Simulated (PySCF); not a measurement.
# Working out the ionisation energy of Sn

Sn [Kr] 4d10 5s2 5p2 (3P) → Sn⁺ [Kr] 4d10 5s2 5p1 (2P). Computed with PySCF 2.14 in aug-cc-pVTZ-PP with ECP28MDF (6s5p4d2f, 55 functions), with a scalar-relativistic core potential. Frozen: 4s2 4p6 4d10. Energies in hartree (1 hartree = 27.21139 eV):

```json
{"part": "UHF", "Sn (lower)": "-213.340271", "Sn⁺ (upper)": "-213.088509"}
{"part": "MP2 opposite-spin", "Sn (lower)": "-0.035996", "Sn⁺ (upper)": "-0.030105"}
{"part": "MP2 same-spin", "Sn (lower)": "-0.007630", "Sn⁺ (upper)": "-0.002223"}
```

What does Hartree-Fock give?

(-213.088509) − (-213.340271) = 0.251762 hartree = 6.851 eV.

What do MP2 and SCS-MP2 (6/5 opposite-spin, 1/3 same-spin) give?

The opposite-spin parts differ by 0.160 eV and the same-spin parts by 0.147 eV. MP2: 6.851 + (0.160) + (0.147) = 7.158 eV. SCS-MP2: 6.851 + 1.2 × (0.160) + (0.147)/3 = 7.092 eV.

Measured between the centres of the two terms (NIST): 7.389 eV, so MP2 (valence) is off by -0.231 eV.

What remains against the reference includes basis incompleteness, the frozen core and correlation beyond second order.
